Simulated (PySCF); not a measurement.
Computed properties of H3NO3S, SMILES NS(=O)(=O)O

H₃NO₃S, SMILES S(N)(=O)(O)=O. The structure is a stationary point at r2SCAN-D4/def2-SVP. The values are those of a single conformer. All values are computed for the isolated molecule unless a solvent is named; none is compared with measurement here.

**Structure.** The optimised structure has Cs symmetry. All 18 harmonic modes at r2SCAN-D4/def2-SVP (PySCF) are real, so it is a minimum. With heavy atoms numbered as in [NH2:1][S:2](=[O:3])(=[O:4])[OH:5], the shortest bond between them is S2–O3 at 1.450 Å and the longest S2–O5 at 1.653 Å.

**Vibrations.** The strongest infrared lines (harmonic, unscaled, degenerate partners summed) lie at 774 cm⁻¹ (303 km/mol, O 57 %, S 35 %), 1414 cm⁻¹ (259 km/mol, O 49 %, S 47 %), 1204 cm⁻¹ (250 km/mol, O 56 %, S 30 %, H 13 %). The softest mode is at 26 cm⁻¹ and the zero-point energy is 31.5 kcal/mol.

**Electronic structure.** r2SCAN/def2-TZVP (PySCF) places the frontier levels at -7.64 and -0.09 eV, a gap of 7.55 eV, and gives a dipole moment of 3.46 D and a mean polarisability of 37.2 bohr³. PBE/def2-TZVP (PySCF) at the same geometry gives -7.24 and -0.73 eV, so its gap is 1.04 eV narrower. An orbital gap is neither the optical nor the fundamental gap.

**Excitations.** TDA-PBE0/def2-SVPD (PySCF) has S1 at 7.38 eV (168 nm, f = 0.000, dark); the most intense of the 10 singlets computed lies at 8.88 eV (f = 0.10). T1 (TDA) is at 7.03 eV, 0.35 eV under S1. TDA-PBE/def2-SVPD (PySCF) puts S1 at 6.30 eV. No vertical singlet excitation falls in the visible range (under 3.1 eV).

**NMR.** GIAO shifts at PBE0/pcSseg-1 (PySCF) (non-relativistic, atoms alike by connectivity averaged): ¹H from 4.1 to 4.9 ppm against TMS.
